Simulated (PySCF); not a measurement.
## Polarisability and C₆ of Tc (technetium, neutral)

[Kr] 4d5 5s2, high-spin 6S determinant. All numbers are calculated (PySCF 2.14, scalar relativity through the core potential, in aug-cc-pwCVTZ-PP with ECP28MDF (8s8p7d4f3g, 122 functions)). Coupled (time-dependent) response in atomic units; α is the mean over directions.

```tsv
method	mean α (bohr³)	C₆ (like pair)	S(−4)
PBE0	90.88	1043	5086
M06-L	75.38	866.8	2487
```

S(−4) is the Cauchy moment in α(ω) = α(0) + S(−4) ω² + …

Reference α: 79 ± 10 bohr³ (recommended; Schwerdtfeger and Nagle, table of static dipole polarizabilities (2023 update)). Published C₆: 939.0 (Gould and Bucko (2016)).

α(iu) at M06-L:

| u (hartree) | α(iu) (bohr³) |
| --- | --- |
| 0 | 75.38 |
| 0.0500 | 69.74 |
| 0.100 | 57.63 |
| 0.200 | 36.27 |
| 0.300 | 24.26 |
| 0.500 | 13.62 |
| 0.750 | 8.409 |
| 1.00 | 5.899 |
| 1.50 | 3.476 |
| 2.00 | 2.316 |
| 3.00 | 1.236 |
| 5.00 | 0.5127 |

A single London oscillator, α(iu) = α/(1 + u²/ω²), gives C₆ = (3/4) ω α². Matching the computed C₆ needs ω = 4 × 866.8 / (3 × 75.38²) = 0.203 hartree.

Energies and moments cover only the electrons outside the core potential.
